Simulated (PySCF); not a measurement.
Species: CH₇NSSi.
Atom-mapped SMILES: `[CH3:1][NH:2][SiH2:3][SH:4]` (hydrogens: H5, H6, H7 on C1; H8 on N2; H9, H10 on Si3; H11 on S4)

Computed by this run: PBE0-D3(BJ)/def2-SVP geometry optimisation, gas phase in PySCF 2.14.0; density fitting, grid level 1; the optimiser is geomeTRIC in internal coordinates, started from a GFN2-xTB structure with every atom displaced at random (about 0.01 Å).

Step 0: E = -21337.3626 eV
```
atom  x, y, z in Å  |  force x, y, z in eV/Å
C1     -1.5874    0.4798    0.0571   -0.921   1.095  -0.698
N2     -0.3379    0.0624   -0.4637    0.044  -0.124  -0.383
Si3     0.9134   -0.4991    0.5335    1.630   0.288  -0.508
S4      2.6280   -0.8496   -0.7747   -0.322  -1.161   0.680
H5     -2.3135   -0.3299    0.1795   -0.309  -0.276   0.210
H6     -2.0596    1.2359   -0.6302    0.180  -0.375   0.507
H7     -1.4417    0.9795    1.0177   -0.093   0.108   0.331
H8     -0.3955   -0.3029   -1.4003    0.130  -0.197  -0.316
H9      1.2655    0.5928    1.4782   -0.165   0.004   0.278
H10     0.7714   -1.7750    1.2450   -0.143  -0.443   0.284
H11     2.6323    0.3636   -1.2744   -0.031   1.081  -0.384
```

Step 1: E = -21337.4886 eV
```
atom  x, y, z in Å  |  force x, y, z in eV/Å
C1     -1.6019    0.5261    0.0491    0.138  -0.111   0.045
N2     -0.3547    0.0214   -0.4849   -0.021   0.034  -0.053
Si3     0.9711   -0.5104    0.4816   -0.081  -0.075   0.186
S4      2.6904   -0.8323   -0.7632   -0.110   0.414  -0.083
H5     -2.3293   -0.2674    0.3091   -0.001   0.014   0.020
H6     -2.0937    1.2017   -0.6651   -0.026   0.097  -0.050
H7     -1.4098    1.1057    0.9688   -0.008  -0.027  -0.074
H8     -0.4375   -0.4144   -1.3977   -0.040   0.005  -0.013
H9      1.1616    0.5135    1.5537    0.044   0.051  -0.049
H10     0.7988   -1.8262    1.1795    0.079  -0.049  -0.055
H11     2.6801    0.4398   -1.2631    0.026  -0.353   0.127
```

Problem. Estimate the geometry and energy of step 2. (The exact step hangs on the optimiser's Hessian estimate; all steps are aligned on step 1, rigid shifts and turns removed.)

Solution. E = -21337.4979 eV, largest force 0.070 eV/Å
```
atom  x, y, z in Å  |  force x, y, z in eV/Å
C1     -1.5954    0.5265    0.0446    0.014   0.009  -0.047
N2     -0.3568    0.0095   -0.4901   -0.004  -0.027   0.023
Si3     0.9606   -0.5190    0.4916    0.006  -0.030   0.063
S4      2.6762   -0.8131   -0.7564    0.014   0.049  -0.023
H5     -2.3322   -0.2547    0.3144   -0.007   0.007  -0.005
H6     -2.0813    1.2118   -0.6697    0.001   0.008   0.014
H7     -1.3906    1.1075    0.9579   -0.012   0.014   0.003
H8     -0.4432   -0.4272   -1.4023   -0.011  -0.002   0.013
H9      1.1577    0.5156    1.5524   -0.023   0.014  -0.024
H10     0.8233   -1.8455    1.1779    0.014  -0.002  -0.032
H11     2.6567    0.4460   -1.2527    0.009  -0.040   0.015
```

The energy changes by -0.0092 eV. The first-order estimate −F·Δx gives -0.0164 eV and the mean of the old and new forces, exact on a quadratic surface, -0.0092 eV. The step makes an angle of 68° with the force vector and moves no atom by more than 0.031 Å.

The cost below is that of the whole optimisation. Time: 47 s of wall time; peak memory 0.41 GiB. Hardware: one thread, Arm Neoverse V1 (aarch64), no GPU, shared host with 32 logical CPUs at a one-minute load of 28.
